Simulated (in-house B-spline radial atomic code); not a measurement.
Checks on a self-consistent run for neutral praseodymium, [Xe] 4f2 5d1 6s2. Level of theory: Dirac-Hartree-Fock, average of configuration, Fermi nucleus of rms radius 4.8919 fm; calculated with a radial B-spline atomic code at the basis-set limit.

```tsv
orbital	q	ε (Eh)	<1/r>	<r²>	small-component weight
1s1/2	2	-1552.17067	64.6852	0.00078937	0.0478
2s1/2	2	-253.95491	15.3004	0.0124525	0.010437
2p1/2	2	-239.38879	15.2408	0.00915348	0.010432
2p3/2	4	-221.61224	13.7626	0.0104029	0.0097892
3s1/2	2	-56.75788	5.5509	0.0839677	0.0032382
3p1/2	2	-50.53791	5.45276	0.0791925	0.0031671
3p3/2	4	-46.93550	5.08676	0.0864559	0.0029946
3d3/2	4	-36.22037	4.94008	0.0705242	0.0028561
3d5/2	6	-35.45508	4.8471	0.0725828	0.0028048
4s1/2	2	-12.25651	2.2812	0.434581	0.00097904
4p1/2	2	-9.84074	2.17473	0.464295	0.0009107
4p3/2	4	-9.05506	2.0611	0.502283	0.00085918
4d3/2	4	-5.01603	1.83736	0.597694	0.0007077
4d5/2	6	-4.87577	1.80744	0.613705	0.0006921
5s1/2	2	-1.94846	0.876717	2.52363	0.000204
5p1/2	2	-1.19760	0.778449	3.1816	0.00016516
5p3/2	4	-1.07928	0.737552	3.49331	0.00015114
4f5/2	0.85714	-0.58570	1.30472	1.24858	0.00038711
4f7/2	1.1429	-0.57302	1.29458	1.27034	0.00038226
5d3/2	0.4	-0.23852	0.46742	9.19883	6.214e-05
5d5/2	0.6	-0.23321	0.458158	9.52921	5.9688e-05
6s1/2	2	-0.18543	0.271583	23.854	2.0188e-05
```

Electron-electron repulsion V_ee = 3358.6734 hartree.

**Question.** What total energy follows from the eigenvalues?

**Answer.** The eigenvalues count the repulsion twice, so E = Σqε - V_ee = -5879.529 - 3358.673 = -9238.202 hartree; the run printed -9238.202.

**Question.** Does the Dirac virial theorem hold?

**Answer.** For a point nucleus E = -2c²Σq·w, with w the small-component weight. Here Σq·w = 0.24595 and c = 137.0360, so the ratio E/(-2c²Σq·w) is 1.000091; the finite nucleus accounts for the departure from 1.

**Question.** What diamagnetic shielding (Lamb formula) and susceptibility (Langevin formula) do the radii give?

**Answer.** σ = (α²/3)Σq<1/r> = 381.914/(3·137.036²) = 6779.2 ppm, and χ = -0.79199×10⁻⁶·Σq<r²> = -76.32×10⁻⁶ cm³/mol with Σq<r²> = 96.367 bohr². Both are non-relativistic formulas without the paramagnetism of open shells; for so heavy an element the full relativistic shielding is larger by tens of per cent.
